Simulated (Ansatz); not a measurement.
Basis sets compared for PbSe₂. Charge 0, multiplicity 1. Geometry r2SCAN-D4/def2-TZVP. Ansatz on 4 threads of AMD EPYC 7B13 on a shared host; times are rough, and most runs start from earlier orbitals.

Cartesian coordinates in Å:
```
Pb -0.765 -1.124 0.737
Se -0.670 1.140 -0.580
Se 1.435 -0.016 -0.157
```

In the def2 sets Pb takes a core potential; there is no spin–orbit coupling. The structure comes from a short search, and lower isomers may exist.

Binding counts from free atoms (Pb triplet, Se triplet) in the same basis, without a counterpoise term.

| level | functions | energy (Eh) | HOMO (eV) | LUMO (eV) | binding per atom (eV) | wall time |
| --- | --- | --- | --- | --- | --- | --- |
| PBE-D4/def2-SVP | 90 | -4994.7939 | -4.49 | -3.36 | 2.49 | 0.55 s |
| PBE-D4/def2-TZVP | 146 | -4995.3940 | -4.64 | -3.45 | 2.53 | 1.1 s |
| r2SCAN-D4/def2-TZVP (with forces) | 146 | -4996.1388 | -4.84 | -3.35 | 2.38 | 2.5 s |
| PBE0-D4/def2-SVP | 90 | -4994.9079 | -5.54 | -2.78 | 2.29 | 1 s |
| PBE0-D4/def2-TZVP | 146 | -4995.5068 | -5.64 | -2.84 | 2.36 | 1.9 s |

Question: Estimate the rows for PBE-D4/def2-TZVPD, r2SCAN-D4/def2-TZVPD, PBE0-D4/def2-TZVPD.

Answer: 
```csv
level,functions,energy (Eh),HOMO (eV),LUMO (eV),binding per atom (eV),wall time
PBE-D4/def2-TZVPD,170,-4995.3953,-4.69,-3.49,2.54,1.5 s
r2SCAN-D4/def2-TZVPD,170,-4996.1399,-4.87,-3.37,2.38,2.8 s
PBE0-D4/def2-TZVPD,170,-4995.5080,-5.68,-2.87,2.36,2.5 s
```
